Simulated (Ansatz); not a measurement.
C2H5BF, SMILES `[CH2]B(C)F` radical. The species carries charge 0 and has multiplicity 2.

```xyz
9

C    -1.011    0.611   -0.999
B    -0.407   -0.350    0.034
C     0.999   -0.208    0.701
F    -1.155   -1.406    0.389
H    -1.997    0.455   -1.429
H    -0.490    1.494   -1.353
H     1.549    0.681    0.390
H     1.611   -1.088    0.474
H     0.900   -0.189    1.792
```

Question: Give the diagnostics of a CCSD(T)/def2-TZVPP run (frozen core, Ansatz). (Estimate.)

Answer: Computed: T1 = 0.0122, largest single amplitude 0.038, largest double 0.023, (T) share of the correlation energy 3.2 %, 10 CCSD cycles. ⟨S²⟩ of the UHF reference is 0.759 against 0.75 for a pure state. T1 lies under the customary mark of 0.045 for open shells.
